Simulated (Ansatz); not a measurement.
The same path of a periodic cell of 17 atoms, Si (host Si, host structure diamond, interstitial Si) was run twice with different band settings. Lost on the way: Si6–Si17. Made: Si3–Si17.

These are results of DFT PBE, scalar-relativistic, plane waves, PAW in Ansatz 0.2.0, not measurements. Settings: PAW set soft_1, cutoff 420 eV, k mesh 2x2x2, gaussian smearing 0.05 eV, no spin polarisation.

Relaxed end points:

```xyz
17
Lattice="0.0000 5.4300 5.4300 5.4300 0.0000 5.4300 5.4300 5.4300 0.0000" Properties=species:S:1:pos:R:3
Si -0.002 0.003 0.033
Si 1.361 1.362 1.354
Si 2.715 2.715 0.000
Si 4.067 4.069 1.353
Si 2.681 0.002 2.717
Si 4.046 1.385 4.098
Si 5.429 2.751 2.716
Si 6.792 4.069 4.078
Si -0.001 2.682 2.714
Si 1.378 4.053 4.093
Si 2.748 5.432 2.714
Si 4.069 6.792 4.076
Si 2.712 2.721 5.430
Si 4.049 4.051 6.765
Si 5.431 5.431 5.397
Si 6.811 6.814 6.764
Si 5.427 5.436 8.145
```

```xyz
17
Lattice="0.0000 5.4300 5.4300 5.4300 0.0000 5.4300 5.4300 5.4300 0.0000" Properties=species:S:1:pos:R:3
Si -0.004 0.005 -0.003
Si 1.357 1.325 1.359
Si 2.736 2.696 -0.019
Si 4.106 4.076 1.361
Si 2.719 0.004 2.719
Si 4.072 1.357 4.072
Si 5.426 2.712 2.720
Si 6.787 4.073 4.039
Si -0.022 2.693 2.740
Si 1.360 4.075 4.108
Si 2.743 5.459 2.744
Si 4.075 6.793 4.079
Si 2.721 2.711 5.426
Si 4.040 4.072 6.788
Si 5.409 5.454 5.409
Si 6.790 6.822 6.790
Si 6.790 4.078 6.794
```

Common settings: climbing image yes; spring 5.0 eV/Å²; optimiser quadratic models (default); force threshold 0.05 eV/Å; end points relaxed.

| run | movable images | start path | iteration limit | theory |
| --- | --- | --- | --- | --- |
| 1 | 5 | IDPP | 71 | DFT PBE, scalar-relativistic, plane waves, PAW PAW set soft_1, cutoff 420 eV, k mesh 2x2x2, gaussian smearing 0.05 eV, no spin polarisation |
| 2 | 3 | default | 50 | DFT PBE, scalar-relativistic, plane waves, PAW PAW set soft_1, cutoff 300 eV, k mesh 2x2x2, gaussian smearing 0.05 eV, no spin polarisation |

What does each run give, and how far can it be trusted?

Run 1: converged after 6 iterations, highest image 0.309 eV above the first end. By the program's own check the climbing image is a first-order saddle point (lowest curvatures found: -0.20 and 0.61 eV/Å²).
Run 2: converged after 8 iterations, highest image 0.310 eV above the first end. The order of the stationary point at the top wasn't checked. The plane-wave cutoff is below what these datasets need, so energies and pressures aren't converged.
Limits of this set-up: coarse k mesh.
